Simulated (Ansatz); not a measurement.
Ideal-gas functions of Cl3HHfS (`[SH][Hf]([Cl])([Cl])[Cl]`) at 600 K and 1 bar, from an Ansatz frequency run at PBE0-D4/def2-TZVP.

Molar mass 317.92 g/mol, point group Cs (symmetry number 1), electronic degeneracy 1, moments of inertia 498.46, 515.794, 522.223 u Å². Harmonic wavenumbers (cm⁻¹, unscaled): 67, 90, 97, 100, 103, 131, 359, 381, 390, 394, 508, 2673.

Use S(trans) = R[1.5 ln M + 2.5 ln T − 1.1517]; rotational temperatures θ = 24.2544 K / I; S(rot) = R[ln(√π/σ · √(T³/θAθBθC)) + 1.5]; for each mode x = 1.438777 ν̃/T, S = R[x/(eˣ − 1) − ln(1 − e⁻ˣ)] and H = RT x/(eˣ − 1); 1 cm⁻¹ = 0.0119627 kJ/mol; R = 8.31446 J/(mol·K).

Q: By hand: the entropy, in J/(mol·K).

A: Translation 195.3. Rotation: θ = 0.0487, 0.047, 0.0464 K, giving 135.1. Vibration, mode by mode: 23.53, 21.08, 20.46, 20.21, 19.96, 17.98, 9.81, 9.35, 9.17, 9.09, 7.17, 0.10, in all 167.9. Electronic 0.0. Sum 498.3 J/(mol·K).

Q: By hand: H − E and G − E in kJ/mol, counted from the electronic energy.

A: Zero-point energy ½ × 5293 × 0.0119627 = 31.7; thermal vibration 41.4; translation, rotation and pV give 4 RT = 20.0. H − E = 93.1 kJ/mol, and G − E = 93.1 − 600 × 498.3/1000 = -205.9 kJ/mol.

Vibration gives 34 % of the entropy, 123.2 J/(mol·K) of it from the modes under 150 cm⁻¹: soft modes count most, and the harmonic formula is weakest for them. The sum counts one conformer and one mirror image; others add a mixing term.
